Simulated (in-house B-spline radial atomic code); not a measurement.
## OEP/ALDAx excitations of neutral zinc

Method: OEP/ALDAx. Computed with a B-spline radial code for spherical atoms: linear response of the closed shell [Ar] 3d10 4s2 with the adiabatic LDA exchange kernel on the exchange-only optimised effective potential; scalar-relativistic (spin-free one-electron X2C), finite nucleus, no spin-orbit coupling, no double excitations, S, P, D and F terms only; shells from n = 2 respond. Only terms of natural parity with L up to 3 were computed.

Command:
```bash
python run_td.py task.json out
```
Settings (radii: box in bohr, nucleus in fm):
```
Z                        30
electrons                30
configuration            [Ar] 3d10 4s2
hamiltonian              x2c
method                   oep
box_radius               75
rms_radius               3.9283
intervals                114
```

Time taken, with all properties: 2.5 s on 1 thread of Intel(R) Xeon(R) Platinum 8259CL CPU @ 2.50GHz (Skylake/Cascade Lake), on a shared host.

The lowest states, in the order of their Tamm-Dancoff energies; the method's threshold (minus the highest occupied level) is 8.134 eV. Labels give the largest channel, * marks a mixed state, and oscillator strengths are full-response dipole values. Measured ¹D terms are left out, since they can mix with doubly excited terms. Semilocal kernels can invert the small singlet-triplet splittings of Rydberg terms. Energies in eV:

```json
{"state": "4s → 4p 3P", "full response": "3.220", "Tamm-Dancoff": "3.398", "oscillator strength": "-", "measured (J-weighted term)": "4.054"}
{"state": "4s → 4p 1P", "full response": "?", "Tamm-Dancoff": "?", "oscillator strength": "?", "measured (J-weighted term)": "?"}
{"state": "4s → 5s 3S", "full response": "5.378", "Tamm-Dancoff": "5.394", "oscillator strength": "-", "measured (J-weighted term)": "6.654"}
{"state": "4s → 5s 1S", "full response": "5.840", "Tamm-Dancoff": "5.861", "oscillator strength": "-", "measured (J-weighted term)": "6.917"}
{"state": "4s → 5p 3P", "full response": "6.367", "Tamm-Dancoff": "6.383", "oscillator strength": "-", "measured (J-weighted term)": "-"}
{"state": "4s → 4d 3D", "full response": "?", "Tamm-Dancoff": "?", "oscillator strength": "-", "measured (J-weighted term)": "?"}
{"state": "4s → 4d 1D", "full response": "6.507", "Tamm-Dancoff": "6.508", "oscillator strength": "-", "measured (J-weighted term)": "-"}
{"state": "4s → 5p 1P", "full response": "6.692", "Tamm-Dancoff": "6.741", "oscillator strength": "0.161", "measured (J-weighted term)": "-"}
{"state": "4s → 6s 3S", "full response": "6.857", "Tamm-Dancoff": "6.860", "oscillator strength": "-", "measured (J-weighted term)": "-"}
{"state": "4s → 6s 1S", "full response": "6.988", "Tamm-Dancoff": "6.995", "oscillator strength": "-", "measured (J-weighted term)": "-"}
```

(1) Where does 4s → 4p 1P lie?

(2) Where does 4s → 4d 3D lie?

(3) How large is the singlet-triplet splitting of 4s → 4p (P terms) in Tamm-Dancoff?

(4) What polarisabilities and dispersion coefficient does the method give?

Results:

(1) At 5.068 eV in full response, 5.220 eV in Tamm-Dancoff, oscillator strength 1.31; measured 5.796 eV.

(2) At 6.378 eV in full response, 6.390 eV in Tamm-Dancoff; measured 7.783 eV.

(3) 1.82 eV, from the unrounded values.

(4) Dipole 46.81 bohr³, quadrupole 468.8 bohr⁵, C6 359.7 hartree·bohr⁶ for two such species. Recommended dipole value: 38.67 ± 0.3 bohr³ (Schwerdtfeger and Nagle, table of static dipole polarizabilities (2023 update)), which includes relativity and correlation.
